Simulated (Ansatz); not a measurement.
`[NH2][GeH]` + H₂O → `[OH][GeH]` + NH₃ at 298.15 K and 1 bar (formal hydrolysis of a Ge–N bond).

Isolated molecules relaxed with PBE0-D4/def2-TZVP in Ansatz; ΔE leaves out vibrations. CCSD(T)/CBS adds triple-zeta CCSD(T) − MP2 to the extrapolated MP2 energy (def2 sets, frozen cores). This one scheme is used for every species. For Ge outer-core shells are correlated without core-valence functions, which leaves a few kJ/mol of doubt a bond. Scalar relativity is left out up to krypton.

```json
{"species": "`[NH2][GeH]`", "CCSD(T)/CBS energy (Eh)": "-2132.60664", "H − E (kJ/mol)": "96.5", "S (J/(mol·K))": "259.1"}
{"species": "H₂O", "CCSD(T)/CBS energy (Eh)": "-76.37941", "H − E (kJ/mol)": "66.4", "S (J/(mol·K))": "188.7"}
{"species": "`[OH][GeH]`", "CCSD(T)/CBS energy (Eh)": "-2152.47759", "H − E (kJ/mol)": "63.5", "S (J/(mol·K))": "255.1"}
{"species": "NH₃", "CCSD(T)/CBS energy (Eh)": "-56.50880", "H − E (kJ/mol)": "100.5", "S (J/(mol·K))": "192.4"}
```

H − E and S are ideal-gas, rigid-rotor, harmonic terms from PBE0-D4/def2-TZVP. 1 Eh = 2625.50 kJ/mol, R = 8.31446 J/(mol·K).

Q: By hand: ΔE, ΔH, ΔS and ΔG.

A: ΔE = (-2152.47759) + (-56.50880) − (-2132.60664) − (-76.37941) = -0.00034 Eh = -0.9 kJ/mol. Δ(H − E) = 63.5 + 100.5 − 96.5 − 66.4 = 1.1, so ΔH = 0.2 kJ/mol. ΔS = 255.1 + 192.4 − 259.1 − 188.7 = -0.3 J/(mol·K). ΔG = 0.2 − 298.15 × (-0.3)/1000 = 0.3 kJ/mol.

Q: By hand: the equilibrium constant, and the temperature at which ΔG would vanish if ΔH and ΔS stayed fixed.

A: log₁₀ K = −ΔG/(RT ln 10) = -0.1. ΔH and −TΔS have one sign here, so there is no such temperature. One of them is within its doubt of zero, so this could turn.

TΔS isn't small against ΔH here. The sign of ΔG lies within the doubt. A doubt of 5 kJ/mol in ΔE shifts log₁₀ K by 0.9 here. These are equilibria of isolated gas molecules and say nothing of rates. Largest T1 diagnostic: 0.016 (customary marks: 0.02 for closed shells, 0.045 for open ones).
